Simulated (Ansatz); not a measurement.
Input for Ansatz (a quantum-chemistry and plane-wave program): U-wB97X-V/def2-TZVPP on SnO, a point of a bond scan (R = 1.465 Å). Elements past Kr take the def2 small-core potentials; no spin–orbit coupling.

Ansatz 0.2 input:
```yaml
crystal:
  periodic: [false, false, false]
  atoms:
    - {symbol: Sn, position_ang: [-0.00000000, -0.00000000, -0.25265494]}
    - {symbol: O, position_ang: [0.00000000, 0.00000000, 1.21274368]}
basis:
  gaussian:
    orbitals: def2-TZVPP
hamiltonian:
  xc: {name: wB97X-V}
magnetization: {spin_polarized: true, initial_magnetization: 0}
```

Predict the final total energy.

-289.3258 hartree.
